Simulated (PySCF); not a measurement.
Species: Cu(C2H4)H, C2H5Cu (singlet state).
Cartesian coordinates in Å at the PBE0-D3(BJ)/def2-SVP level; atoms count from 1:
```xyz
8
C2H5Cu angstrom
Cu    -0.0051    0.0110   -1.3347
C     -0.3831    0.5556    0.6553
C      0.3881   -0.5666    0.6411
H      0.0609    1.5531    0.7404
H     -1.4736    0.4988    0.7381
H     -0.0552   -1.5655    0.7117
H      1.4793   -0.5109    0.7145
H     -0.0113    0.0246   -2.8664
```

Computed with PBE0-D3(BJ)/def2-SVP geometry optimisation, gas phase in PySCF 2.14.0.

Take the most abundant isotopes and a rigid rotor. The values belong to one conformer.

**Question.** What are A, B and C (cm⁻¹)?

**Answer.** Ia = 20.94, Ib = 85.23, Ic = 99.18 u·Å²; 505379 MHz·u·Å²/I gives 24132, 5930 and 5095 MHz, that is A = 0.80496, B = 0.19779, C = 0.16996 cm⁻¹.

**Question.** Classify the top.

**Answer.** A near-prolate asymmetric top: κ = (2 × 5930 − 24132 − 5095)/(24132 − 5095) = -0.91.

**Question.** Is it planar, by Δ = Ic − Ia − Ib?

**Answer.** Not planar: Δ = Ic − Ia − Ib = -6.99 u·Å². For a rigid frame Δ = −2 Σ m c², so Σ m c² = 3.49 u·Å² lies off the ab plane, practically all of it from hydrogen. The atom farthest from that plane is 0.93 Å away.

**Question.** Give the other two planar moments, Paa and Pbb, and the rms extents of the mass along the axes.

**Answer.** Paa = Σ m a² = (Ib + Ic − Ia)/2 = 81.74 and Pbb = Σ m b² = (Ia + Ic − Ib)/2 = 17.45 u·Å². With the mass M = 91.97 u, the rms extents √(P/M) along a, b and c are 0.94, 0.44, 0.19 Å.

**Question.** Where do the levels up to J = 4 lie, in cm⁻¹?

**Answer.** Above 0(0,0):
J = 1: 1(0,1) 0.3678, 1(1,1) 0.9749, 1(1,0) 1.0027
J = 2: 2(0,2) 1.1023, 2(1,2) 1.6826, 2(1,1) 1.7661, 2(2,1) 3.5876, 2(2,0) 3.5885
J = 3: 3(0,3) 2.2019, 3(1,3) 2.7435, 3(1,2) 2.9105, 3(2,2) 4.6908, 3(2,1) 4.6955, 3(3,1) 7.7968, 3(3,0) 7.7968
J = 4: 4(0,4) 3.6636, 4(1,4) 4.1571, 4(1,3) 4.4352, 4(2,3) 6.1611, 4(2,2) 6.1751, 4(3,2) 9.2696, 4(3,1) 9.2698, 4(4,1) 13.6155, 4(4,0) 13.6155
Those of J = 1 are B + C, A + C and A + B.

**Question.** Which lines would a microwave search look for?

**Answer.** The dipole components are |μa| = 4.37 D, |μb| = 0.00 D, |μc| = 0.00 D; the symmetry axis of this C2v structure is a, so μb and μc vanish by symmetry and there are no b-type or c-type lines. Some lines, for components of 0.1 D or more:

| type | branch | J(Ka,Kc) | MHz | lower level (cm⁻¹) |
| --- | --- | --- | --- | --- |
| a | Q | 1(1,0) ← 1(1,1) | 834 | 0.975 |
| a | Q | 5(2,3) ← 5(2,4) | 969 | 7.998 |
| a | Q | 3(1,2) ← 3(1,3) | 5005 | 2.744 |
| a | R | 1(0,1) ← 0(0,0) | 11025 | 0.000 |
| a | Q | 5(1,4) ← 5(1,5) | 12498 | 5.922 |
| a | R | 2(1,2) ← 1(1,1) | 21216 | 0.975 |
| a | R | 2(1,1) ← 1(1,0) | 22884 | 1.003 |
| a | R | 3(0,3) ← 2(0,2) | 32963 | 1.102 |
| a | R | 4(3,2) ← 3(3,1) | 44154 | 7.797 |
| a | R | 4(3,1) ← 3(3,0) | 44158 | 7.797 |
| a | R | 5(0,5) ← 4(0,4) | 54574 | 3.664 |
| a | R | 5(2,4) ← 4(2,3) | 55063 | 6.161 |
| a | R | 5(3,3) ← 4(3,2) | 55215 | 9.270 |
| a | R | 5(3,2) ← 4(3,1) | 55227 | 9.270 |
| a | R | 5(1,4) ← 4(1,3) | 57082 | 4.435 |

**Question.** Estimate the classical rotational partition function at 10 K, 100 K and 298.15 K.

**Answer.** Point group C2v, symmetry number σ = 2; q = (√π/σ)·√((kT/h)³/(ABC)), k/h = 20836.6 MHz/K: 98.7 at 10 K, 3120 at 100 K, 16100 at 298.15 K.

No PBE0-D3(BJ)/def2-SVP frequencies stand behind this structure, so it isn't proved a minimum. Constants of a rigid frame at the computed geometry: no zero-point averaging, no centrifugal distortion.

Hardware: an x86-64 server with one thread, no GPU, shared host. Cost: 40 s of wall time. This is the geometry optimisation.
